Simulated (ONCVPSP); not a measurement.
Pt: variants of one ONCV potential

Base potential:

Pt, optimised norm-conserving Vanderbilt (ONCV), made with ONCVPSP 4.0.1 (PBE, scalar-relativistic). Core [Kr] 4d10 4f14, reference 5s2 5p6 5d9 6s1. Waves: 5s+6s: rc 1.35 bohr, ncon 3, nbas 7, qcut 7.3 1/bohr, 2 projectors; 5p: rc 1.35 bohr, ncon 4, nbas 7, qcut 11.4 1/bohr, 2 projectors, debl 1.5 Ha; 5d: rc 1.40 bohr, ncon 3, nbas 7, qcut 7.7 1/bohr, 2 projectors, debl 1.7 Ha. Local part: polynomial inside 1.20 bohr (lpopt 4, dvloc0 2 Ha). Core correction: polynomial model core, fcfact 0.55.

In the p channel the program set the typed energies aside and used -2.059, 0.250 Ha.

All-electron outer shells of the reference configuration (PBE, scalar-relativistic, ld1.x):

```json
{"shell": "5s", "level (eV)": "-101.82", "outermost node (bohr)": "0.49", "outermost maximum (bohr)": "0.87"}
{"shell": "4f", "level (eV)": "-70.08", "outermost node (bohr)": "–", "outermost maximum (bohr)": "0.38"}
{"shell": "5p", "level (eV)": "-56.02", "outermost node (bohr)": "0.53", "outermost maximum (bohr)": "0.98"}
{"shell": "5d", "level (eV)": "-6.14", "outermost node (bohr)": "0.57", "outermost maximum (bohr)": "1.26"}
{"shell": "6s", "level (eV)": "-5.66", "outermost node (bohr)": "1.14", "outermost maximum (bohr)": "2.38"}
```

Cutoffs, loose and tight: the cutoffs (Ha) at which the residual kinetic energy of the hardest occupied pseudo-wave falls to 1 and 0.1 mHa per electron. They do not see the model core or the augmentation charge, which bear on the density cutoff. Test errors are all-electron minus pseudo excitation energies from the reference, over the configurations 5s2 5p6 5d9 6s0; 5s2 5p6 5d8 6s0; 5s2 5p6 5d7 6s0; 5s2 5p6 5d6 6s0. A dash means not determined; rows that change the core or the reference have their own tests.

```csv
change,outcome,"cutoff, loose","cutoff, tight",bound ghosts,GHOST(+) flags above zero,largest test error (meV)
base,"generated, projector energies reset by the program",41 Ha,49 Ha,none,s,-46
s: qcut 5.3,"generated, projector energies reset by the program",69 Ha,116 Ha,none,none,-47
s: qcut 6.1,"generated, projector energies reset by the program",41 Ha,99 Ha,none,none,-46
s: qcut 7.7,"generated, projector energies reset by the program",41 Ha,49 Ha,none,s,-46
s: qcut 8.7,"generated, projector energies reset by the program",41 Ha,49 Ha,none,s,-45
s: qcut 9.4,"generated, projector energies reset by the program",41 Ha,49 Ha,none,none,-46
s: qcut 10.1,"failed: ERROR pspot: first pseudo wave function has node, program will stop",–,–,–,–,–
s: qcut 10.8,"failed: ERROR pspot: first pseudo wave function has node, program will stop",–,–,–,–,–
```

**Question.** What comes out with this change to the base: s: qcut 7?

**Answer.** outcome: generated, projector energies reset by the program; cutoff, loose: 41 Ha; cutoff, tight: 70 Ha; bound ghosts: none; GHOST(+) flags above zero: s; largest test error (meV): -46.

**Question.** What comes out with this change to the base: s: qcut 4.4?

**Answer.** outcome: generated, projector energies reset by the program; bound ghosts: none; GHOST(+) flags above zero: none; largest test error (meV): -47.

Reading the sweep of the qcut of the s channel (base included, trends over the rows without a ghost): The loose cutoff falls from 69 Ha at 5.3 to 41 Ha at 9.4 1/bohr. The median size of the test errors (rows with all tests solved) stays near 12.2 meV. The generation fails at 10.1, 10.8 1/bohr.
